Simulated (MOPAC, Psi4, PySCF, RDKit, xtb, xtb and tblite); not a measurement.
Two geometries of C10H10S2, SMILES c1ccsc1CCc1sccc1, relaxed at GFN2-xTB with one dihedral held; other torsions can differ between them too.

Structure A

```
22

C      2.7764     1.0229     1.1553
C      2.2354     1.7316     0.1344
S      1.1169     0.7964    -0.7790
C      1.3865    -0.5855     0.2355
C      0.6250    -1.8443     0.0137
C     -0.8096    -1.7346     0.5854
C     -1.7624    -1.2105    -0.4305
C     -2.3049     0.0325    -0.5219
C     -3.1366     0.1971    -1.6538
C     -3.2103    -0.9230    -2.4120
S     -2.2680    -2.2060    -1.7597
C      2.2874    -0.3024     1.2137
H      3.4985     1.4236     1.8442
H      2.4200     2.7496    -0.1454
H      0.5704    -2.0818    -1.0499
H      1.1512    -2.6563     0.5202
H     -1.1344    -2.7291     0.9006
H     -0.8077    -1.0810     1.4590
H     -2.1199     0.8100     0.1978
H     -3.6518     1.1114    -1.8881
H     -3.7590    -1.0861    -3.3181
H      2.5997    -1.0192     1.9527
```

Structure B

```
22

C      2.2528     1.5652    -0.0323
C      2.6784     1.2391     1.2119
S      2.2386    -0.3675     1.6419
C      1.4662    -0.6089     0.1072
C      0.7484    -1.8788    -0.1883
C     -0.6143    -1.9100     0.5350
C     -1.4666    -0.7736     0.0907
C     -1.6929     0.4084     0.7221
C     -2.4987     1.2967    -0.0274
C     -2.8664     0.7806    -1.2248
S     -2.2391    -0.8035    -1.4626
C      1.5546     0.5085    -0.6614
H      2.4259     2.5225    -0.4904
H      3.2275     1.8367     1.9120
H      0.5848    -1.9571    -1.2651
H      1.3419    -2.7346     0.1398
H     -1.1070    -2.8603     0.3189
H     -0.4504    -1.8364     1.6120
H     -1.2999     0.6402     1.6962
H     -2.7861     2.2749     0.3145
H     -3.4698     1.2250    -1.9910
H      1.1370     0.5773    -1.6502
```

### Question
Which is lower in energy at the level B3LYP-D3(BJ)/def2-SVP // GFN2-xTB (Psi4 1.11), and by how much?

### Answer
B is lower, by 1.75 kcal/mol (dihedral C4–C5–C6–C7: 90° in A, 60° in B).

E(B) − E(A) in kcal/mol at the other levels, on the same two geometries: GFN2-xTB (xtb and tblite) -1.80; MMFF94 // GFN2-xTB (RDKit) -1.22; B3LYP/def2-SVP // GFN2-xTB (Psi4) -0.84; PBE/def2-SVP // GFN2-xTB (Psi4) -0.85; PBE-D3(BJ)/def2-SVP // GFN2-xTB (Psi4) -1.47; UFF // GFN2-xTB (RDKit) -2.12; PM3, restricted, heats of formation // GFN2-xTB (MOPAC) -0.36; PM7, restricted, heats of formation // GFN2-xTB (MOPAC) -0.99; GFN1-xTB // GFN2-xTB (xtb) -1.05; restricted B3LYP/6-31G*, spherical d, density fitting // GFN2-xTB (PySCF) -0.94; restricted B3LYP/3-21G, density fitting // GFN2-xTB (PySCF) -0.97; restricted Hartree-Fock/3-21G, density fitting // GFN2-xTB (PySCF) -1.67; restricted BP86/6-31G*, spherical d, density fitting // GFN2-xTB (PySCF) -0.79.
